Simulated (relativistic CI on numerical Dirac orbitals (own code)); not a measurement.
Radial parameters of Kr⁹⁺

Calculated at this level of theory: Dirac-Coulomb-Breit CI, orbitals from a KLI potential per configuration, a model potential for QED, unscaled Slater integrals (own radial code, finite nucleus).

Slater integrals F^k, G^k are unscaled and averaged over j, outside the closed core [Ne]; ζ comes from projecting the Hamiltonian with its Breit term on Σ l·s of the shell.

- 3s2.3p6.3d9: ζ(3d) = 4103.3 cm⁻¹; <r>(3d) = 0.5239, <r^2>(3d) = 0.3305 (bohr units).
- 3s2.3p5.3d10: ζ(3p) = 43669 cm⁻¹; <r>(3p) = 0.5286, <r^2>(3p) = 0.3251 (bohr units).
- 3s2.3p6.3d8.4s: F^2(3d,3d) = 191390, F^4(3d,3d) = 121490, ζ(3d) = 4294.6, G^2(3d,4s) = 19060 cm⁻¹; <r>(3d) = 0.5129, <r^2>(3d) = 0.316, <r>(4s) = 1.227, <r^2>(4s) = 1.689 (bohr units).

Q: Give the Racah parameters of the d shell in 3s2.3p6.3d8.4s.

A: B = F²/49 − 5F⁴/441 = 2529 cm⁻¹ and C = 35F⁴/441 = 9642 cm⁻¹.

Averages of the first 10 configurations, taken without configuration mixing, which lowers the lowest level and can move excited configurations by several eV; other configurations of the list can lie among them:

| Configuration | Parity | States | Average energy above the lowest level (eV) |
| --- | --- | --- | --- |
| 3s2.3p6.3d9 | even | 10 | 0.6 |
| 3s2.3p5.3d10 | odd | 6 | 127.2 |
| 3s2.3p6.3d8.4s | even | 90 | 101.6 |
| 3s.3p6.3d10 | even | 2 | 203.2 |
| 3s2.3p6.3d8.4p | odd | 270 | 122.5 |
| 3s2.3p6.3d7.4s2 | even | 120 | 215.0 |
| 3s2.3p6.3d8.4d | even | 450 | 154.5 |
| 3s2.3p6.3d7.4s.4p | odd | 1440 | 234.2 |
| 3s2.3p6.3d8.5s | even | 90 | 179.5 |
| 3s2.3p6.3d7.4p2 | even | 1800 | 257.0 |
